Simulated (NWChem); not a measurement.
Species: vinylidene fluoride (C2H2F2); SMILES C=C(F)F

```xyz
6

C      0.0000     0.0000    -1.3820
C      0.0000     0.0000    -0.0583
F      0.0000    -1.0734     0.6935
F      0.0000     1.0734     0.6935
H      0.0000     0.9458    -1.9203
H      0.0000    -0.9458    -1.9203
```
Atoms are numbered in this order, from 1.

Computed with NWChem. Pople sets run with spherical d functions. All runs use the structure optimised with PBE0/def2-SVP. B3LYP is NWChem's, with the RPA form of VWN correlation. Total energies compare along this basis series because the functional is fixed.

```csv
level,basis functions,energy (Ha),highest occupied level (eV),orbital gap (eV),dipole (D)
B3LYP/STO-3G,22,-273.1914,-4.20,8.08,0.07
B3LYP/3-21G,40,-275.5539,-7.06,7.91,1.00
B3LYP/6-31G*,60,-277.0549,-7.04,7.89,0.91
B3LYP/6-31+G*,76,-277.0761,-7.52,7.52,1.27
B3LYP/def2-SVP,66,-276.8559,-7.33,7.82,1.00
B3LYP/def2-SVPD,102,-276.8768,-7.61,7.61,1.28
B3LYP/def2-TZVP,136,-277.1914,-7.50,7.68,1.12
B3LYP/6-311++G**,102,-277.1555,-7.61,7.46,1.33
B3LYP/aug-cc-pVTZ,230,-277.1825,-7.54,7.25,1.19
```
